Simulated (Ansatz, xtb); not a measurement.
Two isomers of C3H7ClSi2

Structure a: `C[Si@H](Cl)C#C[SiH3]`, a singlet. Structure b: `C[SiH2]C#C[SiH2]Cl`, a singlet. Both are isolated molecules in the gas phase, relaxed with B3LYP-D3(BJ)/def2-SVP.

Quicker runs give these differences E(b) − E(a): GFN2-xTB −3.59 kJ/mol; HF/STO-3G +6.51 kJ/mol (at GFN2-xTB geometries); r2SCAN-D4/def2-SVP +8.85 kJ/mol (at GFN2-xTB geometries).

Task: Which of the two would you expect CCSD(T)/def2-SVP + ΔMP2/def2-TZVPP electronic energies to favour?

Result: Structure a; the calculation gives E(b) − E(a) = +7.58 kJ/mol.

How the difference moves with the method:

```json
{"level": "GFN2-xTB", "geometry": "GFN2-xTB", "E(b) − E(a) (kJ/mol)": "−3.59", "departure from the last row (kJ/mol)": "−11.17", "job, with rough time for the two": "optimisation, 0.23 s"}
{"level": "HF/STO-3G", "geometry": "GFN2-xTB", "E(b) − E(a) (kJ/mol)": "+6.51", "departure from the last row (kJ/mol)": "−1.07", "job, with rough time for the two": "single point, 0.38 s"}
{"level": "r2SCAN-D4/def2-SVP", "geometry": "GFN2-xTB", "E(b) − E(a) (kJ/mol)": "+8.85", "departure from the last row (kJ/mol)": "+1.27", "job, with rough time for the two": "single point, 3.9 s"}
{"level": "B3LYP-D3(BJ)/def2-SVP", "geometry": "B3LYP-D3(BJ)/def2-SVP", "E(b) − E(a) (kJ/mol)": "+9.36", "departure from the last row (kJ/mol)": "+1.78", "job, with rough time for the two": "optimisation, 24 s"}
{"level": "HF/def2-SVP", "geometry": "B3LYP-D3(BJ)/def2-SVP", "E(b) − E(a) (kJ/mol)": "+6.79", "departure from the last row (kJ/mol)": "−0.79", "job, with rough time for the two": "part of the CCSD(T) run"}
{"level": "MP2/def2-SVP", "geometry": "B3LYP-D3(BJ)/def2-SVP", "E(b) − E(a) (kJ/mol)": "+8.92", "departure from the last row (kJ/mol)": "+1.34", "job, with rough time for the two": "part of the CCSD(T) run"}
{"level": "CCSD(T)/def2-SVP", "geometry": "B3LYP-D3(BJ)/def2-SVP", "E(b) − E(a) (kJ/mol)": "+8.48", "departure from the last row (kJ/mol)": "+0.90", "job, with rough time for the two": "single point"}
{"level": "CCSD(T)/def2-SVP + ΔMP2/def2-TZVPP", "geometry": "B3LYP-D3(BJ)/def2-SVP", "E(b) − E(a) (kJ/mol)": "+7.58", "departure from the last row (kJ/mol)": "", "job, with rough time for the two": "single point, 44 s"}
```

As drawn, both hold the same kinds of bond in the same numbers.

GFN2-xTB puts the two in the other order. The largest departure from CCSD(T)/def2-SVP + ΔMP2/def2-TZVPP is that of GFN2-xTB, 11.17 kJ/mol. A small imaginary or near-zero mode remains, so no thermal terms are given. The last row adds to CCSD(T) the change of the MP2 difference between the two basis sets, here −0.90 kJ/mol.

The correlated steps freeze 18 core orbitals. Programs: Ansatz 0.2.0, xtb 6.7.1; the last row on 4 threads of Arm Neoverse V1 on a shared host.
